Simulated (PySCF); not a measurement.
These are PySCF with PBE-D3(BJ)/def2-TZVP // r2SCAN-D4/def2-TZVP values and carry that method's errors. All species are isolated molecules in the gas phase. One relaxed conformer stands for a flexible species; it need not be the lowest. Delta-SCF ions had no search for a lower state. Excitations are Tamm–Dancoff values on a coarser integration grid. The basis has no diffuse functions, so Rydberg states are missing or too high.

Reference species (SMILES): `NC#CN` (neutral, multiplicity 1).

The HOMO comes out as -4.75 eV and the HOMO–LUMO gap comes out as 4.98 eV. The T1 excitation (TDA) comes out as 4.85 eV. The vertical ionisation energy (Delta-SCF) is 8.13 eV.

Changed species: `[H]/N=C\C=N/[H]` (N–C–C–N torsion 180°).

Predict the effect on the HOMO, HOMO–LUMO gap, T1 excitation (TDA) and vertical ionisation energy (Delta-SCF).

the HOMO falls by 1.56 eV, to -6.31 eV; the HOMO–LUMO gap drops by 1.82 eV, to 3.16 eV; the T1 excitation (TDA) falls by 2.06 eV, to 2.79 eV; the vertical ionisation energy (Delta-SCF) rises by 1.55 eV, to 9.68 eV.
